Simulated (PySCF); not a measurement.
# MTc for M along the halogens

PBE0 with triple-zeta basis sets in PySCF, for the lowest determinant that a PBE0 search found; no spin–orbit coupling. De refers to high-spin ground-configuration atoms. A positive dipole means M(−)Tc(+).

```csv
M,basis,state (unpaired electrons),Re (Å),ωe (cm⁻¹),De (eV),μ (D)
F,x2c-TZVPPall,"septet (σ ↑↑, π ↑↑, δ ↑↑)",1.964,562,n/a,1.99
Cl,def2-TZVPP,"septet (σ ↑↑, π ↑↑, δ ↑↑)",2.344,342,n/a,2.23
Br,def2-TZVPP,"septet (σ ↑↑, π ↑↑, δ ↑↑)",2.493,243,n/a,2.32
I,def2-TZVPP,"septet (σ ↑↑, π ↑↑, δ ↑↑)",2.687,196,n/a,2.27
```

The shortest bond is that of TcF (1.964 Å), the longest that of TcI (2.687 Å).

The rows differ in basis set, which adds steps of its own.

Down a group the atoms grow and get heavier, so bonds lengthen and wavenumbers fall; this series shows no clear exception.

De is left out where the level can put another filling of the metal’s s and d shells below the measured ground configuration, by anything from nothing to about 1 eV. Spin–orbit coupling is left out, which matters for elements this heavy, above all for dissociation energies. The state is the lowest single determinant that the PBE0 search found; with open d or f shells the true ground state can be another one.
